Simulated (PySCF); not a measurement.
Molecule: SMILES [SiH3]C[BH-]1[NH2+][BH2-][NH2+]1, CH$_{12}$B$_{2}$N$_{2}$Si.

Molfile (atoms numbered from 1):
```
CH12B2N2Si
     RDKit          3D

 18 18  0  0  0  0  0  0  0  0999 V2000
    2.4653    0.0090   -0.2224 Si  0  0  0  0  0  4  0  0  0  0  0  0
    0.8188    0.1985   -1.0971 C   0  0  0  0  0  0  0  0  0  0  0  0
   -0.3875   -0.5066   -0.3048 B   0  0  0  0  0  0  0  0  0  0  0  0
   -0.7569    0.2276    1.0721 N   0  0  0  0  0  0  0  0  0  0  0  0
   -2.2051    0.5037    0.4609 B   0  0  0  0  0  0  0  0  0  0  0  0
   -1.8322   -0.1920   -0.9269 N   0  0  0  0  0  0  0  0  0  0  0  0
    2.3887    0.5790    1.1659 H   0  0  0  0  0  0  0  0  0  0  0  0
    2.8475   -1.4316   -0.0913 H   0  0  0  0  0  0  0  0  0  0  0  0
    3.5800    0.7241   -0.9227 H   0  0  0  0  0  0  0  0  0  0  0  0
    0.6305    1.2774   -1.2580 H   0  0  0  0  0  0  0  0  0  0  0  0
    0.9259   -0.2564   -2.0982 H   0  0  0  0  0  0  0  0  0  0  0  0
   -0.2607   -1.7082   -0.1225 H   0  0  0  0  0  0  0  0  0  0  0  0
   -0.7393   -0.3685    1.8944 H   0  0  0  0  0  0  0  0  0  0  0  0
   -0.2097    1.0603    1.2780 H   0  0  0  0  0  0  0  0  0  0  0  0
   -3.0716   -0.1116    1.0553 H   0  0  0  0  0  0  0  0  0  0  0  0
   -2.4227    1.6951    0.3280 H   0  0  0  0  0  0  0  0  0  0  0  0
   -1.8248    0.4308   -1.7307 H   0  0  0  0  0  0  0  0  0  0  0  0
   -2.3854   -1.0104   -1.1637 H   0  0  0  0  0  0  0  0  0  0  0  0
  1  2  1  0
  2  3  1  0
  3  4  1  0
  4  5  1  0
  5  6  1  0
  6  3  1  0
  1  7  1  0
  1  8  1  0
  1  9  1  0
  2 10  1  0
  2 11  1  0
  3 12  1  0
  4 13  1  0
  4 14  1  0
  5 15  1  0
  5 16  1  0
  6 17  1  0
  6 18  1  0
M  CHG  4   3  -1   4   1   5  -1   6   1
M  END
```

Geometry PBE0-D3(BJ)/def2-SVP throughout; GIAO in PySCF 2.14, gas phase, one conformer, non-relativistic; equivalent atoms averaged; functional PBE0.

Q: How do the shifts δ (against TMS, BF3·OEt2 at the same level) depend on the basis set? (a selection of nuclei; ppm; last column core-seconds on shared hosts with different chips, so compare them loosely)

A: 
| basis set | functions | Si1 | C2 | B5 | H12 | H15 | H16 | H7/H8/H9 | H14/H17 | H10/H11 | core-s |
| --- | --- | --- | --- | --- | --- | --- | --- | --- | --- | --- | --- |
| STO-3G | 46 | -62.5 | -5.7 | -0.3 | 2.23 | 2.19 | 2.10 | 1.46 | 0.98 | -0.55 | 4.1 |
| 6-31G | 82 | -47.7 | 1.7 | -15.3 | 3.99 | 3.92 | 3.84 | 3.55 | 0.90 | -0.24 | 8.4 |
| pcSseg-0 | 82 | -111.8 | -1.6 | -15.5 | 4.33 | 4.33 | 4.19 | 3.82 | 0.80 | -0.52 | 9.1 |
| 6-31G* | 112 | -40.8 | 1.3 | -12.9 | 3.69 | 3.56 | 3.46 | 4.04 | 0.93 | -0.31 | 12 |
| def2-SVP | 148 | -73.0 | 1.4 | -14.3 | 3.33 | 3.22 | 3.08 | 3.82 | 1.01 | -0.28 | 15 |
| cc-pVDZ | 148 | -64.5 | 3.5 | -11.6 | 3.54 | 3.41 | 3.28 | 3.75 | 1.00 | -0.12 | 23 |
| pcSseg-1 | 169 | -70.2 | 2.1 | -14.4 | 3.42 | 3.40 | 3.25 | 3.81 | 1.09 | -0.24 | 21 |
| 6-311+G(2d,p) | 242 | -70.1 | 3.6 | -14.8 | 3.59 | 3.45 | 3.32 | 4.05 | 0.99 | -0.12 | 31 |
| aug-cc-pVDZ | 250 | -65.3 | 3.7 | -11.3 | 3.62 | 3.47 | 3.35 | 3.90 | 1.15 | -0.09 | 47 |
| def2-TZVP | 264 | -70.9 | 3.4 | -14.5 | 3.55 | 3.46 | 3.32 | 4.07 | 1.05 | -0.16 | 39 |

Q: Which nucleus among those listed moves most, in ppm?

A: Si1 (silicon bonded to C, 3 H): from -111.8 ppm with pcSseg-0 to -40.8 ppm with 6-31G*. The smallest spread is 0.35 ppm, at H14/H17. Proton shifts span only some 12 ppm, so a few tenths of a ppm matter as much there as several ppm in carbon.

Q: Taking the largest basis, def2-TZVP (264 functions), as the yardstick, rank the others by their worst heavy-atom deviation.

A: 6-311+G(2d,p) 0.8 ppm (242 functions), pcSseg-1 1.3 ppm (169 functions), def2-SVP 2.1 ppm (148 functions), aug-cc-pVDZ 5.6 ppm (250 functions), cc-pVDZ 6.3 ppm (148 functions), STO-3G 14.2 ppm (46 functions), 6-31G 23.2 ppm (82 functions), 6-31G* 30.1 ppm (112 functions), pcSseg-0 40.9 ppm (82 functions).

A small basis that lands close on one nucleus may do so by chance; judge by the trend and by all nuclei.
